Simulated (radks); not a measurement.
Values are calculated unless marked as measured or tabulated.
All-electron atom: O3+ in [He] 2s2 3d1 (not the ground configuration). Level of theory: scalar-relativistic Kohn-Sham, AM05, spin-polarised, spherical densities, finite nucleus; open shells are filled with parallel spins first; Fermi nuclear charge, rms radius 2.6991 fm (a radial shooting solver on a logarithmic mesh with Libxc functionals).

Local quantities along the radius. ELF = 1/(1 + alpha^2) is the electron localisation function; alpha = (tau - tau_W)/tau_unif compares the Pauli kinetic energy density with that of the uniform gas (summed over spins). tau is taken from the large components.

r (bohr)	ELF	alpha
0.007019	1.000	2.659e-06
0.008852	1.000	4.251e-06
0.01107	1.000	6.783e-06
0.01385	1.000	0.00001099
0.01747	1.000	0.00001842
0.02186	1.000	0.00003095
0.02757	1.000	0.00005429
0.03449	1.000	0.00009609
0.04349	1.000	0.0001800
0.05441	1.000	0.0003447
0.06808	1.000	0.0006960
0.08585	1.000	0.001546
0.1074	1.000	0.003641
0.1355	1.000	0.009895
0.1695	0.999	0.02984
0.212	0.989	0.1065
0.2674	0.811	0.4831
0.3345	0.171	2.201
0.4218	0.032	5.477
0.5278	0.119	2.724
0.6603	0.751	0.5761
0.8327	0.935	0.2639
1.042	0.795	0.5085
1.314	0.304	1.512
1.644	0.084	3.292
2.073	0.064	3.810
2.593	0.068	3.704
3.244	0.047	4.481
4.091	0.017	7.572
5.119	0.003	18.24
6.455	0.000	72.64

On this mesh the ELF has minima near r = 0.42 bohr, which separate the shells, and maxima near 0.83 (0.93).

Self-consistent cycle (total energy in hartree, residual of the potential): 1: -68.863822, 2e+00; 2: -68.905468, 1e+00; 3: -68.937476, 2e-02; 4: -68.937507, 2e-03; 5: -68.937507, 2e-04; 6: -68.937507, 2e-05; 7: -68.937507, 1e-06; 8: -68.937507, 3e-07; 9: -68.937507, 1e-07; 10: -68.937507, 7e-08; 11: -68.937507, 5e-09; 12: -68.937507, 2e-10.
